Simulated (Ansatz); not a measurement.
CH₄BrFGe, SMILES `[CH3][GeH]([F])[Br]`, relaxed with RKS PBE0-D4/def2-TZVP in Ansatz 0.2.0 from a PBE-D4/def2-SVP geometry. The force threshold is 0.005 eV/Å; the program also tests the step.

Total charge 0; spin multiplicity 1.

Start:

```xyz
8

C     0.914    0.157    0.579
Ge   -0.626   -0.054   -0.590
F    -0.569   -1.680   -1.260
Br   -2.576    0.084    0.663
H     0.885    1.157    1.053
H     0.883   -0.621    1.365
H     1.845    0.051   -0.011
H    -0.755    0.905   -1.799
```

**Question.** By how much does the energy fall, and how many steps does the optimiser take? (Best estimate.)

**Answer.** Ansatz gave: 0.03 eV, in 5 steps.

**Question.** Which bonds change most? (An estimate is asked.)

**Answer.** Computed: Ge2–Br4 from 2.322 to 2.298 Å; Ge2–F3 from 1.759 to 1.736 Å; C1–Ge2 from 1.945 to 1.928 Å; C1–H6 from 1.106 to 1.090 Å.

**Question.** Give the relaxed structure. (An estimate is asked.)

**Answer.** The calculation gave: 
```xyz
8

C     0.909    0.157    0.574
Ge   -0.621   -0.047   -0.581
F    -0.567   -1.655   -1.236
Br   -2.562    0.070    0.643
H     0.893    1.142    1.041
H     0.876   -0.609    1.349
H     1.824    0.045   -0.009
H    -0.751    0.897   -1.780
```
